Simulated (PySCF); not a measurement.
# Orbital picture of BeI

UHF at R = 2.193 Å; PySCF, scalar-relativistic core potentials, basis sets Be def2-TZVPP, I def2-TZVPP with ECP28. State: ²Σ⁺ (doublet), unpaired electrons σ ↑. Only the outer orbitals are listed, counted within each symmetry, core potentials removing the inner ones.

```json
{"spin": "α", "orbital": "5σ", "occ.": "1", "ε (eV)": "-24.32", "on Be (%)": "8", "main shells (%)": "91 I s"}
{"spin": "α", "orbital": "6σ", "occ.": "1", "ε (eV)": "-12.90", "on Be (%)": "31", "main shells (%)": "65 I p, 28 Be s"}
{"spin": "α", "orbital": "3π", "occ.": "1", "ε (eV)": "-10.44", "on Be (%)": "6", "main shells (%)": "94 I p"}
{"spin": "α", "orbital": "3π", "occ.": "1", "ε (eV)": "-10.44", "on Be (%)": "6", "main shells (%)": "94 I p"}
{"spin": "α", "orbital": "7σ", "occ.": "1", "ε (eV)": "-8.95", "on Be (%)": "89", "main shells (%)": "51 Be s, 39 Be p, 10 I p"}
{"spin": "α", "orbital": "4π", "occ.": "0", "ε (eV)": "1.21", "on Be (%)": "96", "main shells (%)": "96 Be p"}
{"spin": "α", "orbital": "4π", "occ.": "0", "ε (eV)": "1.21", "on Be (%)": "96", "main shells (%)": "96 Be p"}
{"spin": "α", "orbital": "8σ", "occ.": "0", "ε (eV)": "2.13", "on Be (%)": "101", "main shells (%)": "100 Be s"}
{"spin": "β", "orbital": "5σ", "occ.": "1", "ε (eV)": "-24.18", "on Be (%)": "8", "main shells (%)": "92 I s"}
{"spin": "β", "orbital": "6σ", "occ.": "1", "ε (eV)": "-12.39", "on Be (%)": "24", "main shells (%)": "72 I p, 15 Be s, 9 Be p"}
{"spin": "β", "orbital": "3π", "occ.": "1", "ε (eV)": "-10.45", "on Be (%)": "5", "main shells (%)": "95 I p"}
{"spin": "β", "orbital": "3π", "occ.": "1", "ε (eV)": "-10.45", "on Be (%)": "5", "main shells (%)": "95 I p"}
{"spin": "β", "orbital": "7σ", "occ.": "0", "ε (eV)": "0.43", "on Be (%)": "99", "main shells (%)": "83 Be s, 14 Be p"}
{"spin": "β", "orbital": "4π", "occ.": "0", "ε (eV)": "2.27", "on Be (%)": "97", "main shells (%)": "98 Be p"}
{"spin": "β", "orbital": "4π", "occ.": "0", "ε (eV)": "2.27", "on Be (%)": "97", "main shells (%)": "98 Be p"}
```

**Question.** Which are the highest filled and the lowest empty level, where do they sit, and how wide is the gap?

**Answer.** Highest filled α 7σ at -8.95 eV (in %: 51 Be s, 39 Be p, 10 I p); lowest empty β 7σ at 0.43 eV (in %: 83 Be s, 14 Be p); the gap at UHF is 9.38 eV. An empty level above zero is unbound, and its energy depends on the basis.

```
bond order (Mayer)                              : 1.23
⟨S²⟩                                            : 0.753
charge on Be (Mulliken, basis-dependent)        : 0.18
charge on Be (Löwdin, basis-dependent)          : -0.24
dipole moment (positive dipole means Be(−)I(+)) : -0.95 D
polarisability along the bond                   : 61.6 bohr³
polarisability across the bond                  : 49.6 bohr³
```

Shares are Mulliken populations and can fall outside 0 to 100 %.

Spin–orbit coupling is left out. The state is the lowest determinant that a PBE0 search found; another state may lie lower at other levels.
